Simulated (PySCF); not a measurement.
B3LYP has the VWN-RPA correlation part, as in Gaussian. 

C5H6, SMILES `CC=C1C=C1` (charge 0, multiplicity 1)

Method: B3LYP-D3(BJ)/def2-TZVP (PySCF 2.14.0).

```
Quantity                                        Value
-------------  --------------------------------------
HOMO                                         -5.46 eV
dipole moment                                  1.81 D
HOMO–LUMO gap                                 4.74 eV
LUMO                                         -0.72 eV
total energy                             -194.1072 Ha
cost           about 40 core-seconds (a rough figure)
```

Bonded distances (Å): C1–C2 1.502, C1–H6 1.095, C1–H7 1.092, C1–H8 1.095, C2–C3 1.325, C2–H9 1.084, C3–C4 1.438, C3–C5 1.442, C4–C5 1.313, C4–H10 1.077, C5–H11 1.076. Bond angles (°): C2–C1–H6 111.8, C2–C1–H7 111.0, C2–C1–H8 111.8, H6–C1–H7 107.6, H6–C1–H8 106.7, H7–C1–H8 107.6, C1–C2–C3 123.8, C1–C2–H9 117.8, C3–C2–H9 118.3, C2–C3–C4 153.5, C2–C3–C5 152.3, C4–C3–C5 54.2, C3–C4–C5 63.0, C3–C4–H10 149.3, C5–C4–H10 147.7, C3–C5–C4 62.7, C3–C5–H11 149.7, C4–C5–H11 147.6.
Charge 0, spin multiplicity 1.
